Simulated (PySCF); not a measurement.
## C₂H₈O₃Si₃: full NMR table

- Formula: C2H8O3Si3
- SMILES: O[Si](O)(C#C[SiH3])O[SiH3]
- InChI: InChI=1S/C2H8O3Si3/c3-8(4,5-7)2-1-6/h3-4H,6-7H3
- Point group of the computed structure: C1
- Degrees of unsaturation: 2
- Carbon signals: 2
- Proton signals: 3

Atoms are numbered as in `[OH:1][Si:2]([OH:3])([C:4]#[C:5][SiH3:6])[O:7][SiH3:8]` (H(Xn): hydrogen on atom n).

Fast rotation and ring inversion assumed for equivalent nuclei, one conformer, no solvent model, relativity neglected. Structure optimised with GFN2-xTB; σ from GIAO-PBE0/pcSseg-1; PySCF.

References, each an isolated molecule treated in the same way: ¹H and ¹³C and ²⁹Si vs TMS; ¹⁷O against H2O.

```tsv
carbon	δC, type	δH (multiplicity)	HMBC from (2–3 bonds)	span of the C tensor (ppm)
C4	118.2, C	–	H(Si6)	296
C5	104.8, C	–	H(Si6)	278
```

Other nuclei:
```
      atoms  nucleus                         environment  δ (ppm)  σ (ppm)
     H(Si8)       ¹H   hydrogen on a silicon bonded to O     5.16    26.56
     H(Si6)       ¹H   hydrogen on a silicon bonded to C     4.21    27.51
H(O1)/H(O3)       ¹H  hydrogen on an oxygen bonded to Si     2.21    29.51
        Si8     ²⁹Si            silicon bonded to O, 3 H    -43.0    392.2
        Si2     ²⁹Si            silicon bonded to C, 3 O    -82.9    432.0
        Si6     ²⁹Si            silicon bonded to C, 3 H    -99.5    448.7
      O1/O3      ¹⁷O              oxygen bonded to Si, H     55.9    280.2
         O7      ¹⁷O               oxygen bonded to 2 Si     54.0    282.1
```

- Carbon types of the structure: 2 × C, leaving 8 H on heteroatoms.
- δC 118.2, 104.8: alkyne carbon.
- δH 5.16: hydrogen on a silicon bonded to O.
- δH 4.21: hydrogen on a silicon bonded to C.
- δH 2.21: hydrogen on an oxygen bonded to Si; exchangeable, gas-phase position.

OH/NH shifts are gas-phase values; hydrogen bonding in solution moves them, usually downfield. Shifts are as computed. Against solution values, carbons near 30 ppm lie about +3 ppm off and those near 130 ppm about +5 ppm. Of 1211 compounds with measured shifts, 218 miss one by over three times the rms of a fit or turn the order of signals round; such compounds aren't used in these exercises. Experimental scales use liquid or dissolved standards, which lie at an offset from isolated H2O (liquid H2O: subtract about 36 ppm). No couplings were computed; multiplicities are counted from neighbouring protons, with m where these are inequivalent, close in shift, in a saturated or five-membered ring or joined by F or P, and br s for small geminal =CH2 splittings.
